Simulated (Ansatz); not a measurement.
Steps of a relaxation of AuF3HOP, SMILES `[OH][Au-][P+](F)(F)F` with RKS PBE0-D4/def2-TZVP.

```sh
$ ansatz run in.yaml --threads 4 --pin off --events-out ev --progress --plain --max-ram 10444MiB
```

```yaml
crystal:
  periodic: [false, false, false]
  atoms:
    - {symbol: O, position_ang: [1.358160, -2.603640, 0.379660]}
    - {symbol: Au, position_ang: [0.459620, -0.875320, 0.133890]}
    - {symbol: P, position_ang: [-0.481710, 1.121970, -0.012230]}
    - {symbol: F, position_ang: [-1.956490, 1.305170, -0.548530]}
    - {symbol: F, position_ang: [0.137650, 2.261150, -0.914930]}
    - {symbol: F, position_ang: [-0.672730, 2.033240, 1.260860]}
    - {symbol: H, position_ang: [1.155500, -3.242560, -0.298720]}
basis:
  gaussian: {orbitals: def2-TZVP}
hamiltonian: {xc: pbe0, dispersion: d4}
relax: {f_tol: 0.005, max_steps: 150}
```

Positions (Å) and forces (eV/Å) along the path, 20 of 25 steps:

```xyz
7
step=1 energy=-23191.7579 eV
O     1.358   -2.604    0.380   -0.094    0.659    0.256
Au    0.460   -0.875    0.134   -0.254    0.539   -0.006
P    -0.482    1.122   -0.012   -0.971    2.032   -0.211
F    -1.956    1.305   -0.549    0.962   -0.827    0.266
F     0.138    2.261   -0.915    0.085   -1.180    0.414
F    -0.673    2.033    1.261    0.420   -1.068   -0.415
H     1.155   -3.243   -0.299   -0.148   -0.155   -0.305
7
step=3 energy=-23191.9518 eV
O     1.331   -2.522    0.371    0.031   -0.085   -0.030
Au    0.458   -0.800    0.155   -0.021   -0.101   -0.007
P    -0.475    1.121   -0.008   -0.104    0.268   -0.027
F    -1.920    1.191   -0.556    0.043   -0.073    0.010
F     0.178    2.186   -0.920    0.025   -0.023   -0.010
F    -0.651    1.970    1.273    0.015   -0.032    0.023
H     1.078   -3.147   -0.315    0.011    0.046    0.041
7
step=4 energy=-23191.9528 eV
O     1.337   -2.523    0.367   -0.019   -0.024   -0.014
Au    0.450   -0.806    0.153    0.067    0.047    0.010
P    -0.472    1.130   -0.007   -0.052   -0.044   -0.006
F    -1.914    1.181   -0.557   -0.042    0.013   -0.020
F     0.177    2.195   -0.921    0.025   -0.003    0.008
F    -0.653    1.974    1.275    0.021    0.008    0.012
H     1.075   -3.151   -0.311   -0.001    0.003    0.011
7
step=5 energy=-23191.9534 eV
O     1.350   -2.520    0.355    0.009    0.010    0.013
Au    0.465   -0.800    0.153    0.005    0.008   -0.008
P    -0.472    1.130   -0.007    0.012   -0.007    0.010
F    -1.913    1.173   -0.562   -0.011    0.014   -0.002
F     0.177    2.201   -0.914    0.001   -0.007   -0.009
F    -0.658    1.972    1.275   -0.010   -0.005    0.005
H     1.051   -3.156   -0.299   -0.007   -0.013   -0.009
7
step=6 energy=-23191.9535 eV
O     1.357   -2.516    0.350   -0.017   -0.046   -0.048
Au    0.468   -0.798    0.148   -0.006   -0.001   -0.002
P    -0.472    1.129   -0.008    0.014    0.005    0.003
F    -1.913    1.174   -0.564    0.000    0.007    0.004
F     0.177    2.203   -0.912   -0.001   -0.004   -0.008
F    -0.660    1.968    1.276   -0.010   -0.008    0.001
H     1.043   -3.160   -0.291    0.021    0.047    0.049
7
step=9 energy=-23191.9538 eV
O     1.384   -2.505    0.323    0.009   -0.006    0.002
Au    0.478   -0.794    0.137   -0.011    0.005   -0.008
P    -0.472    1.130   -0.010    0.046   -0.001    0.019
F    -1.911    1.171   -0.571   -0.013    0.012   -0.006
F     0.178    2.212   -0.902   -0.013   -0.004   -0.008
F    -0.668    1.958    1.280   -0.015   -0.004   -0.001
H     1.010   -3.173   -0.257   -0.002   -0.003    0.001
7
step=10 energy=-23191.9526 eV rejected
O     1.413   -2.492    0.292   -0.160   -0.272   -0.200
Au    0.491   -0.789    0.119   -0.016    0.012    0.019
P    -0.471    1.131   -0.012    0.067    0.002    0.005
F    -1.907    1.167   -0.578   -0.025    0.017   -0.006
F     0.178    2.226   -0.890   -0.021   -0.003   -0.003
F    -0.678    1.946    1.284   -0.015   -0.011   -0.008
H     0.972   -3.189   -0.215    0.169    0.256    0.192
7
step=11 energy=-23191.9513 eV rejected
O     1.396   -2.499    0.311   -0.052   -0.002   -0.035
Au    0.471   -0.798    0.122    0.142    0.038    0.087
P    -0.464    1.132   -0.007   -0.276   -0.006   -0.139
F    -1.904    1.174   -0.571    0.047   -0.016    0.026
F     0.175    2.219   -0.901    0.064    0.008    0.044
F    -0.676    1.954    1.284    0.069    0.003    0.015
H     1.002   -3.182   -0.237    0.005   -0.024    0.001
7
step=12 energy=-23191.9539 eV
O     1.390   -2.502    0.316    0.005   -0.008   -0.001
Au    0.480   -0.793    0.133   -0.005    0.002   -0.005
P    -0.471    1.130   -0.010    0.021    0.000    0.008
F    -1.910    1.172   -0.572   -0.006    0.005   -0.003
F     0.178    2.215   -0.900   -0.006   -0.002   -0.003
F    -0.670    1.956    1.281   -0.007   -0.002    0.000
H     1.004   -3.177   -0.248   -0.002    0.004    0.003
7
step=13 energy=-23191.9536 eV rejected
O     1.412   -2.493    0.290   -0.093   -0.154   -0.108
Au    0.488   -0.790    0.122    0.011    0.002   -0.003
P    -0.469    1.131   -0.011   -0.030    0.005   -0.008
F    -1.906    1.170   -0.578    0.008   -0.006    0.003
F     0.177    2.226   -0.892    0.007   -0.001    0.008
F    -0.679    1.946    1.285    0.007    0.003   -0.002
H     0.977   -3.191   -0.215    0.090    0.153    0.110
7
step=14 energy=-23191.9538 eV rejected
O     1.401   -2.499    0.304   -0.016    0.008   -0.012
Au    0.484   -0.792    0.126    0.024   -0.007    0.018
P    -0.468    1.131   -0.010   -0.070    0.010   -0.035
F    -1.907    1.173   -0.575    0.016   -0.018    0.008
F     0.176    2.220   -0.897    0.021    0.006    0.015
F    -0.677    1.951    1.283    0.021    0.002    0.001
H     0.991   -3.183   -0.231    0.003   -0.001    0.005
7
step=15 energy=-23191.9539 eV
O     1.395   -2.501    0.310   -0.001   -0.003   -0.004
Au    0.483   -0.792    0.131    0.002   -0.001   -0.002
P    -0.470    1.130   -0.010   -0.004    0.002   -0.001
F    -1.909    1.171   -0.573    0.001   -0.002    0.000
F     0.177    2.218   -0.898    0.001    0.000    0.002
F    -0.673    1.954    1.282    0.000    0.000    0.000
H     0.997   -3.180   -0.240    0.000    0.003    0.005
7
step=16 energy=-23191.9540 eV
O     1.406   -2.497    0.297   -0.031   -0.041   -0.042
Au    0.488   -0.790    0.123    0.001   -0.003    0.013
P    -0.469    1.131   -0.011   -0.013    0.003   -0.016
F    -1.907    1.170   -0.576    0.003   -0.007    0.004
F     0.177    2.224   -0.894    0.006    0.005    0.006
F    -0.678    1.948    1.284    0.006   -0.002   -0.002
H     0.982   -3.186   -0.222    0.028    0.044    0.036
7
step=19 energy=-23191.9542 eV
O     1.428   -2.487    0.262   -0.016   -0.029   -0.020
Au    0.498   -0.786    0.108   -0.001    0.003    0.006
P    -0.468    1.131   -0.013    0.005    0.003   -0.003
F    -1.903    1.166   -0.583   -0.002    0.002    0.001
F     0.177    2.236   -0.882   -0.002   -0.001   -0.001
F    -0.686    1.938    1.287   -0.002   -0.004    0.000
H     0.954   -3.197   -0.180    0.017    0.026    0.018
7
step=20 energy=-23191.9542 eV
O     1.435   -2.485    0.249   -0.024   -0.046   -0.026
Au    0.502   -0.785    0.103   -0.007    0.004    0.003
P    -0.467    1.132   -0.014    0.019    0.004    0.003
F    -1.902    1.164   -0.586   -0.004    0.006   -0.001
F     0.178    2.240   -0.878   -0.006   -0.003   -0.004
F    -0.689    1.934    1.289   -0.006   -0.006    0.000
H     0.943   -3.200   -0.163    0.028    0.041    0.025
7
step=21 energy=-23191.9543 eV
O     1.437   -2.484    0.246   -0.012   -0.019   -0.011
Au    0.501   -0.785    0.102    0.002    0.005    0.002
P    -0.467    1.132   -0.014    0.010    0.002    0.002
F    -1.902    1.165   -0.587   -0.004    0.005    0.000
F     0.178    2.241   -0.877   -0.003   -0.004   -0.002
F    -0.690    1.933    1.289   -0.005   -0.004    0.000
H     0.942   -3.201   -0.160    0.012    0.015    0.010
7
step=22 energy=-23191.9543 eV
O     1.440   -2.483    0.240    0.001    0.001    0.000
Au    0.503   -0.784    0.100   -0.001    0.003   -0.001
P    -0.467    1.132   -0.014    0.000   -0.002    0.000
F    -1.901    1.166   -0.588    0.000   -0.002   -0.001
F     0.178    2.242   -0.876    0.002    0.000    0.000
F    -0.692    1.931    1.290    0.001    0.000    0.001
H     0.939   -3.203   -0.152   -0.002    0.002    0.000
7
step=23 energy=-23191.9543 eV
O     1.443   -2.482    0.233   -0.004   -0.007   -0.004
Au    0.505   -0.784    0.096    0.000    0.001    0.001
P    -0.466    1.132   -0.015   -0.003   -0.001   -0.003
F    -1.900    1.166   -0.589    0.000   -0.002    0.000
F     0.178    2.244   -0.873    0.002    0.001    0.002
F    -0.693    1.928    1.291    0.002    0.000    0.000
H     0.934   -3.205   -0.143    0.004    0.008    0.004
7
step=24 energy=-23191.9543 eV rejected
O     1.449   -2.479    0.219   -0.020   -0.027   -0.012
Au    0.509   -0.782    0.092   -0.002   -0.005   -0.004
P    -0.466    1.132   -0.016   -0.002    0.004   -0.001
F    -1.899    1.165   -0.591    0.002   -0.003    0.002
F     0.178    2.248   -0.870    0.001    0.001    0.003
F    -0.696    1.923    1.292    0.000    0.003   -0.001
H     0.925   -3.207   -0.126    0.021    0.027    0.014
7
step=25 energy=-23191.9543 eV
O     1.446   -2.481    0.227   -0.003   -0.003   -0.004
Au    0.506   -0.783    0.094    0.000   -0.001    0.003
P    -0.466    1.132   -0.015   -0.001    0.001   -0.004
F    -1.900    1.165   -0.590    0.000   -0.001    0.002
F     0.178    2.246   -0.872    0.001    0.001    0.002
F    -0.694    1.926    1.292    0.000    0.000   -0.001
H     0.930   -3.206   -0.135    0.003    0.003    0.002
```

It took 91 s on 4 threads of an Arm Neoverse V2 on a shared host, with 0.6 GiB of host memory at the peak.
